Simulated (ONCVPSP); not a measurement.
# Before and after: ONCV potential for nickel

* Element: nickel
* Generator: ONCVPSP 4.0.1
* Type: optimised norm-conserving Vanderbilt (ONCV)
* Functional: LDA (Perdew-Wang 92)
* Relativity: scalar-relativistic
* Frozen core: [Ne]
* Valence charge: 18
* Reference configuration: 3s2 3p6 3d9 4s1
* Partial waves: 3s+4s: rc 1.15 bohr, ncon 4, nbas 7, qcut 13.6 1/bohr, 2 projectors; 3p: rc 1.00 bohr, ncon 3, nbas 6, qcut 14 1/bohr, 2 projectors, debl 1.2 Ha; 3d: rc 1.00 bohr, ncon 3, nbas 7, qcut 15.5 1/bohr, 1 projector
* Local potential: polynomial inside 0.90 bohr (lpopt 5, dvloc0 2 Ha)
* Core correction: none

In the p channel the program set the typed energies aside and used -2.439, 0.250 Ha.

All-electron outer shells of the reference configuration (LDA (PZ), scalar-relativistic, ld1.x):

```csv
shell,level (eV),outermost node (bohr),outermost maximum (bohr)
2p,-838.68,–,0.16
3s,-105.48,0.30,0.64
3p,-66.36,0.27,0.65
3d,-4.92,–,0.63
4s,-4.74,0.93,2.32
```

Change: local potential polynomial inside 0.90 bohr (lpopt 5, dvloc0 10 Ha).

Cutoffs: the cutoffs (Ha) at which the residual kinetic energy of the hardest occupied pseudo-wave falls to 1 and 0.1 mHa per electron; they do not see the model core or the augmentation charge, which bear on the density cutoff. Errors are all-electron minus pseudo energies relative to the spin-unpolarised reference configuration.

**Question.** Predict the effect on cutoff, ghosts and configuration errors.

**Answer.** The potential gets neither clearly harder nor softer (90 Ha and 102 Ha → 90 Ha and 102 Ha); of the 4 tests that both files solve, the error grows in 3 and shrinks in 0 by more than 15 % and 0.3 meV (median size 1.3 → 2.7 meV); neither file shows a bound ghost.

| quantity | base | changed |
| --- | --- | --- |
| cutoff, loose | 90 Ha | 90 Ha |
| cutoff, tight | 102 Ha | 102 Ha |
| bound ghosts | none | none |
| GHOST(+) flags under 300 eV | none | none |
| error for 3s2 3p6 3d8 4s2, meV [ΔE 1.64 eV] | +0.7 | -0.9 |
| error for 3s2 3p6 3d8 4s1, meV [ΔE 11.23 eV] | -1.9 | -3.4 |
| error for 3s2 3p6 3d8 4s0, meV [ΔE 28.89 eV] | -4.5 | -6.0 |
| error for 3s2 3p6 3d8 4s1.5, meV [ΔE 5.48 eV] | -0.5 | -2.0 |
| s: phases at 1.17 bohr within 0.05 rad from the reference energy up to (Ha; the scan ends near 5) | to the end of the scan | to the end of the scan |
| p: phases at 1.01 bohr within 0.05 rad from the reference energy up to (Ha; the scan ends near 5) | to the end of the scan | to the end of the scan |
| d: phases at 1.01 bohr within 0.05 rad from the reference energy up to (Ha; the scan ends near 5) | 4.5 | 4.0 |
